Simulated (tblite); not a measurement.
Compound: C4H7NO2Si.
Geometry (GFN2-xTB, Å), atoms numbered from 1 in this order:
```
atom  x, y, z in Å
O1     2.3704    1.9924   -0.3692
C2     2.7148    0.8555   -0.1615
N3     1.8724   -0.1782   -0.2853
Si4    0.2654    0.2166   -0.8612
C5    -0.9952    0.8716    0.3645
C6    -1.9726   -0.0250    0.4226
C7    -1.7771   -1.2500   -0.4159
O8    -0.5040   -1.2269   -1.0025
H9     3.7412    0.5903    0.1486
H10    2.1965   -1.1146   -0.1061
H11    0.3682    0.8829   -2.1515
H12   -1.0067    1.7974    0.9098
H13   -2.8748    0.0480    1.0099
H14   -2.5321   -1.2882   -1.2118
H15   -1.8709   -2.1637    0.1821
```

Computed values, GFN2-xTB/tblite, gas phase, harmonic and unscaled. The method is semi-empirical: single wavenumbers can be off by several per cent or more. Modes of hydrogen on silicon can be 10 to 20 % off. One conformer, not necessarily the lowest.

Harmonic wavenumbers (cm⁻¹): 51.1, 88.3, 104.4, 165.1, 219.2, 283.1, 362.3, 461.9, 538.3, 600.4, 650.5, 678.9, 704.8, 732.6, 789.5, 815.8, 853.0, 899.4, 937.6, 960.3, 983.3, 1056.6, 1127.9, 1132.1, 1170.0, 1265.5, 1293.8, 1343.6, 1376.0, 1457.3, 1637.9, 1746.5, 2334.9, 2789.2, 2881.0, 2918.5, 3080.4, 3131.6, 3467.3.

A = 4461, B = 1152, C = 1000 MHz; mass 129.025 u (most abundant isotopes); point group C1, symmetry number 1.

Problem. Zero-point energy?

Solution. Half the sum of the wavenumbers: 23545 cm⁻¹ = 67.32 kcal/mol.

Problem. Give the ideal-gas entropy at 298.15 K and 1 bar in the rigid-rotor, harmonic-oscillator model (classical rotation).

Solution. Translation 40.50, rotation 28.53, vibration 23.38: S = 92.4 cal/(mol K).

Problem. And Cp and H(298.15 K) − H(0)?

Solution. Cp = 33.11 cal/(mol K), of which vibrations give 25.16 (their classical limit is 39 R = 77.5); H(298.15 K) − H(0) = 6.06 kcal/mol without the zero-point energy, 3.69 from vibrations.

Problem. How do the functions run with temperature in this model?

Solution. 
```csv
T (K),S (cal/(mol K)),Cp (cal/(mol K)),H − H(0) (kcal/mol),G − H(0) (kcal/mol),ln q(vib)
50,57.4,12.4,0.48,-2.38,0.40
100,67.3,16.5,1.21,-5.52,1.40
373.15,100.5,39.4,8.78,-28.73,7.11
500,113.4,48.2,14.37,-42.31,9.78
750,135.3,59.8,27.99,-73.48,14.87
1000,153.5,66.9,43.89,-109.65,19.60
```

q(vib) and H(0) count from the zero-point level.

Problem. Which modes carry the vibrational entropy at 298.15 K?

Solution. 51.1 cm⁻¹: 4.77; 88.3 cm⁻¹: 3.70; 104.4 cm⁻¹: 3.37; 165.1 cm⁻¹: 2.49; 219.2 cm⁻¹: 1.97; 283.1 cm⁻¹: 1.51 cal/(mol K); the other 33 give 5.57 together.

Problem. What must be added to the electronic energy to get the Gibbs energy at 298.15 K and 1 bar?

Solution. ZPE + [H(298.15 K) − H(0)] − T·S = 67.32 + 6.06 − 27.55 = 45.83 kcal/mol.

Problem. Blend soft modes into free rotors: weight 1/[1 + (100 cm⁻¹/ν̃)⁴] for the oscillator and the rest for a rotor with moment μB/(μ + B), μ = h/(8π²ν), B = 10⁻⁴⁴ kg m². What vibrational entropy results?

Solution. 21.51 cal/(mol K) in place of 23.38, which changes −T·S at 298.15 K by +0.56 kcal/mol.

Hindered rotation and anharmonicity are outside this model. Other conformers, if any are populated, would add a mixing term that is left out. The structure is chiral; the term R ln 2 for an equal mix with its mirror image is left out.

Hardware: one thread, Arm Neoverse N1 (aarch64), shared host with 64 logical CPUs at a one-minute load of 61. Cost: 0.85 s wall. This covers the Hessian and the dipole derivatives.
